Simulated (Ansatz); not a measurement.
`[SiH3]N1CSC1` + `[NH2][AlH][SeH]` → `[SiH3][NH][AlH][SeH]` + `C1NCS1`  (ligand exchange at the Si–N bond)

Calculated with Ansatz (gas phase, PBE0-D4/def2-TZVP geometries, no zero-point term in ΔE). CCSD(T)/CBS adds triple-zeta CCSD(T) − MP2 to the extrapolated MP2 energy (def2 sets, frozen cores). Functionals use def2-TZVPP. For Se outer-core shells are correlated without core-valence functions, which leaves a few kJ/mol of doubt a bond. Scalar relativity is left out up to krypton. Each species was taken in one conformer, which may not be the lowest.

`[SiH3]N1CSC1`:

```xyz
12

Si   -0.238    1.486    0.679
N    -0.165   -0.067   -0.054
C     0.252   -0.399   -1.405
S     0.384   -2.176   -0.989
C    -0.011   -1.356    0.598
H    -0.815    2.425   -0.318
H    -1.103    1.374    1.882
H     1.086    2.027    1.111
H     1.215    0.027   -1.712
H    -0.500   -0.187   -2.171
H     0.818   -1.419    1.313
H    -0.924   -1.734    1.067
```

`[NH2][AlH][SeH]`:

Z-matrix (Å, degrees):
```
N
Al 1 1.762
H 1 1.007 2 123.9
H 1 1.007 2 125.8 3 -180.0
Se 2 2.323 1 117.5 3 179.9
H 2 1.577 1 120.7 3 -0.1
H 5 1.469 2 90.6 1 179.7
```

`[SiH3][NH][AlH][SeH]`:

Z-matrix (Å, degrees):
```
Si
N 1 1.726
H 1 1.489 2 112.2
H 1 1.486 2 107.2 3 -119.6
H 1 1.489 2 112.2 3 120.9
Al 2 1.779 1 129.6 3 119.0
H 2 1.012 1 114.8 3 -60.8
Se 6 2.316 2 117.7 1 0.3
H 6 1.577 2 120.3 1 -179.7
H 8 1.470 6 90.1 2 -179.9
```

`C1NCS1`:

```xyz
9

C    -0.175   -0.976   -0.518
N     0.090    0.451   -0.677
C     0.345    0.782    0.722
S     0.554   -0.981    1.158
H     0.356   -1.612   -1.230
H    -1.236   -1.251   -0.500
H    -0.676    0.968   -1.088
H     1.242    1.384    0.882
H    -0.500    1.235    1.253
```

| level | ΔE (kJ/mol) |
| --- | --- |
| PBE0 | -9.7 |
| SCS-MP2/def2-TZVPP | -9.7 |

What does CCSD(T)/CBS give? (An estimate is asked.)

The calculation gave: -10.7 kJ/mol. The listed levels differ from it by 1.0, 1.0 kJ/mol.

Largest T1 diagnostic among the species: 0.011.
